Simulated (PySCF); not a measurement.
**Structure from 2D NMR**

Compound of formula C7H5NS. Correlations simulated from computed shifts and the bond graph:

HSQC (one-bond C–H):
```
  δH     δC
7.83  135.5
7.52  128.3
7.51  129.0
```

COSY cross peaks (H two or three bonds apart, from the bond graph; peaks can be absent where the dihedral angle is near 90°):
```
  δH    δH
7.83  7.52
7.52  7.51
```

HMBC (two and three bonds, from the bond graph):
```
  δH                          δC
7.83  135.5, 129.0, 128.3, 126.1
7.52  135.5, 129.0, 128.3, 126.1
7.51                135.5, 128.3
```

Carbons without hydrogens: δ 126.1, 106.9.

Non-relativistic, single conformer, averaged over atoms made equivalent by symmetry, fast rotation or ring inversion, no solvent model. Shieldings: GIAO KT3/pcSseg-2; PBE0-D3(BJ)/def2-TZVP structure; PySCF 2.14.

Referencing at the same level of theory: $^{1}$H and $^{13}$C against TMS.

Exchangeable hydrogens are left out of these lists.

Q: Assemble the structure.

A: `InChI=1S/C7H5NS/c8-6-9-7-4-2-1-3-5-7/h1-5H`.

Mapped SMILES: `[N:1]#[C:2][S:3][c:4]1[cH:5][cH:6][cH:7][cH:8][cH:9]1`. Hydrogens are named by the atom that carries them.

1. δC 135.5 is C5/C9, an aromatic CH (δH 7.83).
2. δC 129.0 is C7, an aromatic CH (δH 7.51).
3. δC 128.3 is C6/C8, an aromatic CH (δH 7.52).
4. δC 126.1 is C4, an aromatic carbon bearing sulfur.
5. δC 106.9 is C2, a nitrile carbon.
6. HMBC from δH 7.83 reaches the proton-free carbon C4.
7. HMBC from δH 7.52 reaches the proton-free carbon C4.
8. COSY links 7.83–7.52, 7.52–7.51.

The data come from this structure; uniqueness wasn't tested.

Shifts are as computed. Against solution values, carbons near 30 ppm lie about +3 ppm off and those near 130 ppm about -1 ppm; carbons on S a further +5 ppm. Of 1309 compounds with measured shifts, 239 miss one by over three times the rms of a fit or turn the order of signals round; such compounds aren't used in these exercises.
